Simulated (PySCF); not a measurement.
C₆ coefficients of unlike pairs at BLYP

Calculated with PySCF 2.14 from the dipole response of each species, C₆(A,B) = (3/π) ∫ α_A(iu) α_B(iu) du, in atomic units, from isotropic polarisabilities. For ions this is the dispersion term alone; charge-induced terms of lower order in 1/R come first.

```csv
species,configuration,basis,relativity,α (bohr³),C₆ (like pair)
Ga+,[Ar] 3d10 4s2 (1S),aug-cc-pVQZ-PP with ECP10MDF (7s6p5d3f2g),core potential,17.00,83.45
Si(2+),[Ne] 3s2 (1S),aug-cc-pwCVTZ (8s7p5d3f),none,11.31,38.20
Al,[Ne] 3s2 3p1 (2P),"aug-cc-pCVTZ-DK with one added diffuse shell each of s, p, d, f type (9s8p6d4f)",spin-free X2C,68.74,605.8
```

Task: Estimate C₆ for Si(2+) with Ga+.

Result: The integral gives 56.42. The combination rule 2 C_A C_B / (C_A α_B/α_A + C_B α_A/α_B) gives 56.45 and the geometric mean 56.46.

No spin-orbit coupling is included.

The other pairs:

| pair | C₆ |
| --- | --- |
| Al, Ga+ | 210.8 |
| Al, Si(2+) | 142.5 |
